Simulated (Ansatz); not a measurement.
Ansatz results at the PBE0-D4/def2-TZVP geometry: HOMO energy (PBE0/def2-TZVPP) -6.61 eV; LUMO energy (B3LYP/def2-TZVPP) -1.55 eV; HOMO energy (PBE/def2-TZVPP) -5.25 eV.

Each molecule was computed in one conformer, which needn't be the lowest.

**Question.** Which molecule gave them?
A. `C[S][Mg][Cl]`
B. `[SiH3][O][Mg][O][SiH3]`
C. `[OH][Mg][F]`
D. `[NH2][Mg][F]`

**Answer.** D. The others give `C[S][Mg][Cl]`: -6.80, -1.76, -5.64; `[OH][Mg][F]`: -8.28, -1.75, -6.64; `[SiH3][O][Mg][O][SiH3]`: -8.21, -1.95, -6.80.

B3LYP here is the variant with VWN-RPA as its local correlation; programs differ in this.
